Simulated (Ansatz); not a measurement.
Basis sets compared for AgAu2⁻ (the lowest singlet isomer of a short search). Total charge -1; singlet. Geometry PBE0-D4/def2-TZVPD. Ansatz on 4 threads of Arm Neoverse V2 on a shared host; times are rough, and most runs start from earlier orbitals.

Cartesian coordinates in Å:
```
Au -2.359 -0.675 0.929
Au 2.356 0.672 -0.938
Ag 0.003 0.002 0.009
```

In the def2 sets Ag, Au take a core potential; there is no spin–orbit coupling. The structure comes from a short search, and lower isomers may exist.

```
            level  functions  energy (Eh)  HOMO (eV)  LUMO (eV)  wall time
 PBE-D4/def2-SVPD        104    -418.6722      -1.15       1.42     0.95 s
PBE0-D4/def2-SVPD        104    -418.5477      -1.72       2.13      1.1 s
```

Question: Estimate the rows for PBE-D4/def2-TZVPD, PBE0-D4/def2-TZVPD.

Answer: 
```csv
level,functions,energy (Eh),HOMO (eV),LUMO (eV),wall time
PBE-D4/def2-TZVPD,126,-418.7235,-1.22,1.28,1.1 s
PBE0-D4/def2-TZVPD,126,-418.5964,-1.78,1.99,1.9 s
```
